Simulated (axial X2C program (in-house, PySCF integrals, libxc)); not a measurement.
## Spin–orbit effects down a group: molecules with Au, MP2

Computed with an in-house relativistic program for diatomic molecules, spin-free (one-electron X2C) or two-component (2c: spin–orbit coupling with atomic mean-field Coulomb and Gaunt terms, which also bring small scalar terms), in Dyall basis sets with cores contracted in-house; open shells are unrestricted.

Basis sets: Au dyall-cv3z, H dyall-v3z, Li dyall-cv3z, Na dyall-cv3z. Frozen shells (counts by l): AuH Au 5s4p2d1f, H none, 12 electrons correlated; LiAu Au 5s4p2d1f, Li 1s, 12 electrons correlated; NaAu Au 5s4p2d1f, Na 2s1p, 12 electrons correlated. Where the outer core of a metal is frozen, bonds come out longer and ionisation energies lower.

| molecule | spin-free state | Re (Å) | ωe (cm⁻¹) | De (eV) | 2c state | Re 2c (Å) | ωe 2c (cm⁻¹) | De 2c (eV) |
| --- | --- | --- | --- | --- | --- | --- | --- | --- |
| AuH | M_S = 0, Λ = 0 | 1.503 | 2428.1 | 3.00 | Ω = 0 | 1.502 | 2434.0 | 3.03 |
| LiAu | M_S = 0, Λ = 0 | 2.257 | 493.1 | 3.00 | Ω = 0 | 2.257 | 493.5 | 3.03 |
| NaAu | M_S = 0, Λ = 0 | 2.592 | 250.8 | 2.55 | Ω = 0 | 2.593 | 250.9 | 2.58 |

Task: Work out the shifts from the spin-free to the two-component result.

Result: 

| molecule | 2c state | ΔRe (Å) | Δωe (cm⁻¹) | ΔDe (eV) |
| --- | --- | --- | --- | --- |
| AuH | Ω = 0 | -0.001 | 5.9 | 0.03 |
| LiAu | Ω = 0 | 0.000 | 0.4 | 0.03 |
| NaAu | Ω = 0 | 0.001 | 0.1 | 0.03 |

Shifts of one unit in the last digit are rounding.

Each entry is the lowest single determinant of a limited PBE0 search at one distance. De goes to single-determinant-based atoms at the same level (for ions the charge split of lowest energy) and is withheld (n/a) where an atom does not fit its ground term or J level. Main or longest-lived isotopes.
